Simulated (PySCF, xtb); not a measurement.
C₄H₈OSi, SMILES C#C[SiH2]CCO. Other conformers were not sampled.

Harmonic wavenumbers (cm⁻¹) from xtb 6.7.1 with GFN2-xTB at its own minimum, in rising order: 27, 95, 122, 214, 216, 298, 361, 434, 503, 564, 640, 655, 682, 683, 750, 776, 798, 962, 982, 1089, 1107, 1198, 1290, 1317, 1351, 1479, 1493, 2199, 2208, 2250, 2849, 2952, 2984, 2991, 3352, 3542.

### Question
What does r2SCAN-D4/def2-SVP in PySCF give at its own minimum? (The exact figures need the calculation; the answer reports its results.)

### Answer
54, 102, 136, 220, 241, 338, 359, 475, 551, 601, 668, 705, 712, 718, 814, 844, 942, 955, 968, 1098, 1114, 1197, 1285, 1368, 1405, 1416, 1488, 2132, 2215, 2235, 2976, 3018, 3082, 3098, 3460, 3808. Paired by order, the mean absolute difference is 48 cm⁻¹ and the zero-point energies are 64.9 and 66.9 kcal/mol.
